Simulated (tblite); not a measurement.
A geometry optimisation, step by step.

C₃H₁₁GeSi (doublet state).
Atom-mapped SMILES: `[CH2:1][C@H:2]([SiH3:3])[GeH2:4][CH3:5]` (hydrogens: H6, H7 on C1; H8 on C2; H9, H10, H11 on Si3; H12, H13 on Ge4; H14, H15, H16 on C5)

Computed with GFN2-xTB (tblite), gas phase: L-BFGS steps from a force-field or distance-geometry start until the largest atomic force falls under 0.01 eV/Å. 7 of its 77 geometries are shown.

Step 0: E = -423.5845 eV, largest atomic force 2.424 eV/Å
```
atom  x, y, z in Å  |  force x, y, z in eV/Å
C1     -0.752   -1.340   -1.230    1.670   0.498   1.685
C2     -0.985   -0.606    0.080   -0.789  -1.575  -1.195
Si3    -1.687    1.086   -0.220   -0.778   0.938  -0.292
Ge4     0.694   -0.445    1.070    0.298  -0.456   0.987
C5      2.024    0.518    0.050    0.555   0.398  -0.622
H6     -0.410   -2.374   -1.048   -0.634   0.324  -0.472
H7     -0.029   -0.796   -1.873   -0.847  -0.377   0.089
H8     -1.697   -1.181    0.709    0.363   0.145  -0.276
H9     -1.876    1.783    1.060    0.032   0.000  -0.029
H10    -2.999    0.954   -0.894    0.267   0.009   0.124
H11    -0.786    1.862   -1.078   -0.009   0.015   0.007
H12     0.430    0.296    2.410    0.082  -0.291  -0.308
H13     1.229   -1.869    1.402   -0.177   0.433  -0.017
H14     2.226   -0.019   -0.910   -0.029   0.582   0.763
H15     2.962    0.600    0.629   -0.408   0.007  -0.464
H16     1.648    1.541   -0.167    0.403  -0.652   0.019
```

Step 13: E = -423.9958 eV, largest atomic force 0.212 eV/Å
```
atom  x, y, z in Å  |  force x, y, z in eV/Å
C1     -0.553   -1.352   -1.121   -0.102   0.031  -0.043
C2     -0.996   -0.635    0.056    0.110  -0.061   0.044
Si3    -1.727    1.090   -0.245   -0.032   0.085  -0.021
Ge4     0.718   -0.409    1.157   -0.185  -0.036  -0.096
C5      2.054    0.540    0.065    0.007   0.011   0.050
H6     -0.602   -2.423   -1.172   -0.073  -0.021  -0.034
H7     -0.148   -0.825   -1.962    0.030   0.012  -0.032
H8     -1.682   -1.242    0.651    0.090   0.001   0.057
H9     -1.887    1.782    1.034   -0.024  -0.015   0.071
H10    -3.020    0.985   -0.917   -0.047  -0.068  -0.032
H11    -0.824    1.877   -1.083    0.070   0.024  -0.084
H12     0.513    0.261    2.513    0.059   0.034   0.009
H13     1.209   -1.809    1.457    0.061  -0.012   0.037
H14     2.234    0.003   -0.865   -0.031   0.029   0.081
H15     2.996    0.624    0.598    0.030   0.014  -0.009
H16     1.707    1.542   -0.176    0.036  -0.028   0.001
```

Step 25: E = -424.0245 eV, largest atomic force 0.130 eV/Å
```
atom  x, y, z in Å  |  force x, y, z in eV/Å
C1     -0.619   -1.341   -1.151   -0.014  -0.059  -0.047
C2     -0.966   -0.631    0.061    0.038  -0.114  -0.004
Si3    -1.731    1.084   -0.265    0.036  -0.103   0.017
Ge4     0.736   -0.400    1.158    0.011  -0.062   0.096
C5      2.088    0.551    0.101   -0.037  -0.026   0.022
H6     -0.809   -2.393   -1.276   -0.039   0.112   0.040
H7     -0.164   -0.821   -1.975    0.021   0.002   0.022
H8     -1.633   -1.229    0.684   -0.013  -0.023   0.013
H9     -1.913    1.742    1.026   -0.031   0.094   0.062
H10    -3.011    0.892   -0.941   -0.062  -0.005  -0.034
H11    -0.833    1.858   -1.119    0.031   0.055  -0.035
H12     0.550    0.293    2.503   -0.044   0.013  -0.005
H13     1.274   -1.779    1.505   -0.037   0.022  -0.026
H14     2.249    0.004   -0.824    0.076   0.102  -0.025
H15     3.032    0.625    0.635   -0.012  -0.001  -0.040
H16     1.742    1.555   -0.133    0.075  -0.008  -0.055
```

Step 38: E = -424.0427 eV, largest atomic force 0.054 eV/Å
```
atom  x, y, z in Å  |  force x, y, z in eV/Å
C1     -0.679   -1.333   -1.163    0.040  -0.022  -0.019
C2     -0.937   -0.662    0.093    0.004   0.001   0.002
Si3    -1.734    1.043   -0.257   -0.039   0.036  -0.007
Ge4     0.767   -0.403    1.143    0.010   0.034   0.000
C5      2.136    0.565    0.113   -0.001  -0.002   0.011
H6     -1.069   -2.310   -1.375   -0.024  -0.006  -0.011
H7     -0.126   -0.837   -1.938    0.041  -0.001  -0.013
H8     -1.594   -1.265    0.721   -0.037   0.020   0.024
H9     -1.958    1.771    0.997    0.004  -0.017  -0.010
H10    -2.997    0.790   -0.952   -0.016   0.008   0.017
H11    -0.850    1.831   -1.122    0.005  -0.032   0.019
H12     0.511    0.321    2.452    0.000   0.013   0.012
H13     1.308   -1.760    1.538    0.010  -0.027  -0.016
H14     2.334    0.057   -0.828    0.000   0.023   0.020
H15     3.067    0.619    0.672   -0.001  -0.002  -0.018
H16     1.813    1.581   -0.104    0.003  -0.026  -0.011
```

Step 51: E = -424.0465 eV, largest atomic force 0.037 eV/Å
```
atom  x, y, z in Å  |  force x, y, z in eV/Å
C1     -0.677   -1.337   -1.160    0.017  -0.006  -0.011
C2     -0.930   -0.665    0.099   -0.029   0.014  -0.018
Si3    -1.748    1.035   -0.259    0.018  -0.018   0.010
Ge4     0.772   -0.395    1.139   -0.007  -0.022   0.012
C5      2.148    0.572    0.116   -0.011  -0.003   0.008
H6     -1.150   -2.267   -1.413   -0.010   0.006   0.006
H7     -0.062   -0.873   -1.910    0.014   0.006   0.016
H8     -1.598   -1.259    0.725    0.004   0.003   0.007
H9     -1.974    1.764    0.992    0.012   0.005   0.003
H10    -3.020    0.780   -0.934    0.009  -0.002  -0.008
H11    -0.847    1.803   -1.123   -0.022   0.008  -0.007
H12     0.509    0.334    2.446    0.012  -0.018  -0.010
H13     1.314   -1.758    1.521   -0.002   0.023   0.005
H14     2.351    0.066   -0.824   -0.002  -0.005  -0.010
H15     3.076    0.621    0.678    0.008  -0.001   0.005
H16     1.830    1.587   -0.102   -0.012   0.011  -0.009
```

Step 63: E = -424.0477 eV, largest atomic force 0.014 eV/Å
```
atom  x, y, z in Å  |  force x, y, z in eV/Å
C1     -0.672   -1.337   -1.157    0.006   0.005   0.001
C2     -0.929   -0.666    0.102    0.003   0.010   0.003
Si3    -1.748    1.033   -0.260    0.003   0.003  -0.003
Ge4     0.772   -0.398    1.139   -0.005  -0.003   0.008
C5      2.143    0.572    0.114   -0.001  -0.001   0.006
H6     -1.181   -2.241   -1.432   -0.005  -0.003  -0.001
H7     -0.019   -0.890   -1.885   -0.004   0.003   0.006
H8     -1.603   -1.255    0.727    0.003  -0.005  -0.010
H9     -1.962    1.764    0.993   -0.001   0.003  -0.007
H10    -3.020    0.773   -0.933    0.002  -0.005   0.011
H11    -0.866    1.808   -1.136    0.007  -0.002  -0.001
H12     0.517    0.327    2.448   -0.001  -0.005  -0.004
H13     1.320   -1.758    1.522   -0.001   0.000   0.000
H14     2.349    0.066   -0.825   -0.003   0.003   0.002
H15     3.070    0.625    0.679    0.010   0.002  -0.006
H16     1.824    1.587   -0.106   -0.012  -0.004  -0.006
```

Step 76: E = -424.0482 eV, largest atomic force 0.009 eV/Å
```
atom  x, y, z in Å  |  force x, y, z in eV/Å
C1     -0.665   -1.333   -1.156   -0.002   0.006  -0.003
C2     -0.924   -0.664    0.105    0.001  -0.009   0.001
Si3    -1.741    1.035   -0.261    0.003  -0.006   0.001
Ge4     0.773   -0.405    1.147    0.008   0.002  -0.004
C5      2.134    0.570    0.114    0.001   0.004   0.001
H6     -1.187   -2.227   -1.441    0.002   0.005   0.000
H7     -0.001   -0.890   -1.876   -0.003   0.002   0.001
H8     -1.603   -1.254    0.722   -0.002   0.000   0.005
H9     -1.953    1.778    0.985    0.004   0.001  -0.001
H10    -3.018    0.764   -0.920   -0.003   0.004  -0.003
H11    -0.864    1.805   -1.147    0.001  -0.006  -0.001
H12     0.516    0.317    2.456    0.001   0.000   0.002
H13     1.320   -1.766    1.526   -0.001   0.004  -0.001
H14     2.338    0.061   -0.824   -0.001   0.003   0.004
H15     3.067    0.638    0.669   -0.003  -0.006   0.005
H16     1.801    1.580   -0.110   -0.006  -0.001  -0.005
```

Q: Summarise the path.

A: The energy falls by 10.69 kcal/mol from step 0 to step 76; nine tenths of that is first reached at step 15. It falls at every step. The largest force goes from 2.424 to 0.009 eV/Å. Among the bonds C1–C2 changes most, from 1.519 to 1.450 Å; the atoms move by 0.255 Å rms after alignment.

Q: Follow the three bonds and two angles with the largest change from start to end.

A: 
| step | E above end (kcal/mol) | largest force (eV/Å) | C1–C2 (Å) | C2–Si3 (Å) | C2–Ge4 (Å) | C2–C1–H6 (°) | C2–C1–H7 (°) |
| --- | --- | --- | --- | --- | --- | --- | --- |
| 0 | 10.69 | 2.424 | 1.519 | 1.856 | 1.956 | 111.0 | 111.2 |
| 3 | 3.68 | 0.528 | 1.441 | 1.897 | 2.030 | 116.9 | 117.0 |
| 7 | 2.03 | 0.223 | 1.456 | 1.905 | 2.008 | 121.3 | 119.2 |
| 10 | 1.50 | 0.275 | 1.448 | 1.911 | 2.017 | 121.1 | 120.4 |
| 13 | 1.21 | 0.212 | 1.447 | 1.898 | 2.050 | 121.3 | 120.7 |
| 17 | 0.89 | 0.112 | 1.445 | 1.906 | 2.042 | 121.0 | 121.0 |
| 20 | 0.81 | 0.099 | 1.444 | 1.910 | 2.052 | 121.3 | 121.1 |
| 23 | 0.68 | 0.168 | 1.446 | 1.907 | 2.056 | 122.0 | 120.8 |
| 26 | 0.49 | 0.164 | 1.447 | 1.905 | 2.028 | 122.2 | 120.1 |
| 30 | 0.34 | 0.107 | 1.448 | 1.908 | 2.035 | 121.9 | 120.0 |
| 33 | 0.23 | 0.080 | 1.449 | 1.914 | 2.032 | 121.9 | 120.1 |
| 36 | 0.16 | 0.077 | 1.447 | 1.914 | 2.022 | 121.9 | 120.3 |
| 40 | 0.11 | 0.053 | 1.449 | 1.917 | 2.017 | 121.8 | 120.2 |
| 43 | 0.08 | 0.052 | 1.449 | 1.918 | 2.017 | 121.7 | 120.2 |
| 46 | 0.06 | 0.041 | 1.449 | 1.916 | 2.016 | 121.9 | 120.2 |
| 50 | 0.04 | 0.030 | 1.449 | 1.920 | 2.013 | 122.1 | 120.3 |
| 53 | 0.03 | 0.027 | 1.449 | 1.919 | 2.013 | 121.6 | 120.4 |
| 56 | 0.02 | 0.031 | 1.449 | 1.918 | 2.013 | 121.6 | 120.3 |
| 59 | 0.02 | 0.024 | 1.449 | 1.920 | 2.011 | 121.9 | 120.1 |
| 63 | 0.01 | 0.014 | 1.449 | 1.920 | 2.011 | 121.9 | 120.2 |
| 66 | 0.01 | 0.018 | 1.450 | 1.920 | 2.010 | 121.9 | 120.3 |
| 69 | 0.00 | 0.016 | 1.450 | 1.921 | 2.009 | 121.9 | 120.3 |
| 73 | 0.00 | 0.012 | 1.450 | 1.921 | 2.009 | 121.8 | 120.2 |
| 76 | 0.00 | 0.009 | 1.450 | 1.921 | 2.008 | 121.9 | 120.2 |

What follows is the cost of the whole relaxation. Hardware: an Arm Neoverse V2 with one thread, shared host with 96 logical CPUs at a one-minute load of 35. Cost: 0.37 s.
